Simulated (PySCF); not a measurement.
Compound: C₉H₁₃FSi.
Cartesian coordinates in Å at the PBE0-D3(BJ)/def2-SVP level; atoms count from 1:
```xyz
24
C9H13FSi angstrom
F      3.7457   -2.0124   -1.7058
C      2.8909   -1.1894   -1.1039
C      1.9369   -1.5754   -0.2393
Si     1.0559   -0.0076    0.2667
C     -0.7695    0.0750   -0.1851
C     -1.4321    1.4308    0.0904
C     -2.9408    1.1392    0.0267
C     -3.0949   -0.3649    0.3505
C     -1.6706   -0.8912    0.5939
C      2.1639    1.0688   -0.8116
C      3.0302    0.2451   -1.4322
H      1.7971   -2.6200    0.0395
H      1.2045    0.3052    1.7247
H     -0.8495   -0.1517   -1.2647
H     -1.1164    2.2167   -0.6127
H     -1.1578    1.7778    1.1026
H     -3.3235    1.3542   -0.9829
H     -3.5095    1.7795    0.7178
H     -3.7495   -0.5445    1.2167
H     -3.5518   -0.8942   -0.4999
H     -1.4280   -0.8374    1.6702
H     -1.5417   -1.9409    0.2896
H      2.1694    2.1482   -0.9772
H      3.8075    0.5507   -2.1406
```

Computed, not measured: PBE0-D3(BJ)/def2-SVP geometry optimisation, gas phase (PySCF).

Take the most abundant isotopes and a rigid rotor. The values belong to one conformer with, in the numbering `[F:1][C:2]1=[CH:3][Si@H:4]([CH:5]2[CH2:6][CH2:7][CH2:8][CH2:9]2)[CH:10]=[CH:11]1`, C3–Si4–C5–C6 -173°, C2–C3–Si4–C5 118°, Si4–C5–C6–C7 -165°, C5–C6–C7–C8 25°, C6–C7–C8–C9 0°.

Q: What are A, B and C (cm⁻¹)?

A: Ia = 205.88, Ib = 1088.29, Ic = 1203.79 u·Å²; 505379 MHz·u·Å²/I gives 2455, 464.4 and 419.8 MHz, that is A = 0.08188, B = 0.01549, C = 0.01400 cm⁻¹.

Q: What kind of rotor is it?

A: A near-prolate asymmetric top. Ray's parameter κ = (2B − A − C)/(A − C) = -0.956; −1 is the prolate and +1 the oblate limit.

Q: Is it planar, by Δ = Ic − Ia − Ib?

A: Not planar: Δ = Ic − Ia − Ib = -90.38 u·Å². For a rigid frame Δ = −2 Σ m c², so Σ m c² = 45.19 u·Å² lies off the ab plane: 15.07 from hydrogen and 30.12 from heavier atoms. The atom farthest from that plane is 2.19 Å away.

Q: Give the other two planar moments, Paa and Pbb, and the rms extents of the mass along the axes.

A: Paa = Σ m a² = (Ib + Ic − Ia)/2 = 1043.10 and Pbb = Σ m b² = (Ia + Ic − Ib)/2 = 160.69 u·Å². With the mass M = 168.08 u, the rms extents √(P/M) along a, b and c are 2.49, 0.98, 0.52 Å.

Q: List the rotational levels J(Ka,Kc) to J = 3 (MHz).

A: Above 0(0,0):
J = 1: 1(0,1) 884, 1(1,1) 2875, 1(1,0) 2919
J = 2: 2(0,2) 2652, 2(1,2) 4598, 2(1,1) 4732, 2(2,1) 10703, 2(2,0) 10704
J = 3: 3(0,3) 5302, 3(1,3) 7184, 3(1,2) 7451, 3(2,2) 13356, 3(2,1) 13359, 3(3,1) 23419, 3(3,0) 23419
Those of J = 1 are B + C, A + C and A + B.

Q: Predict some low-J microwave lines.

A: The dipole components are |μa| = 1.59 D, |μb| = 0.68 D, |μc| = 0.33 D. Intensities carry the squares of the components, which stand as 1.00 : 0.19 : 0.04 (a : b : c). Some lines, for components of 0.1 D or more:

```tsv
type	branch	J(Ka,Kc)	MHz	lower level (cm⁻¹)
a	R	2(1,2) ← 1(1,1)	1724	0.096
c	Q	2(1,2) ← 2(0,2)	1947	0.088
b	Q	1(1,0) ← 1(0,1)	2035	0.029
b	Q	4(1,3) ← 4(0,4)	2245	0.295
a	R	4(3,2) ← 3(3,1)	3538	0.781
c	Q	3(2,2) ← 3(1,2)	5905	0.249
b	Q	2(2,1) ← 2(1,2)	6105	0.153
c	R	2(2,0) ← 1(1,0)	7785	0.097
c	R	2(2,1) ← 1(1,1)	7829	0.096
b	R	2(2,0) ← 1(1,1)	7829	0.096
c	R	4(2,3) ← 3(1,3)	9708	0.240
c	Q	4(3,2) ← 4(2,2)	10055	0.564
b	Q	3(3,1) ← 3(2,2)	10064	0.445
c	R	3(3,1) ← 2(2,1)	12716	0.357
c	R	4(3,2) ← 3(2,2)	13602	0.445
b	Q	4(4,1) ← 4(3,2)	14087	0.899
b	R	4(4,1) ← 3(3,0)	17625	0.781
c	R	4(4,0) ← 3(3,0)	17625	0.781
```

Q: Estimate the classical rotational partition function at 10 K, 100 K and 298.15 K.

A: Point group C1, symmetry number σ = 1; q = (√π/σ)·√((kT/h)³/(ABC)), k/h = 20836.6 MHz/K: 7710 at 10 K, 244000 at 100 K, 1250000 at 298.15 K.

Whether it is a minimum is left open (no frequencies). These are rigid-rotor constants of the computed structure; measured ground-state constants (B0) also hold zero-point vibration.

Cost: about 8 min of CPU time on one thread; the machine was shared, so the figure is rough. That covers the optimisation of the geometry.
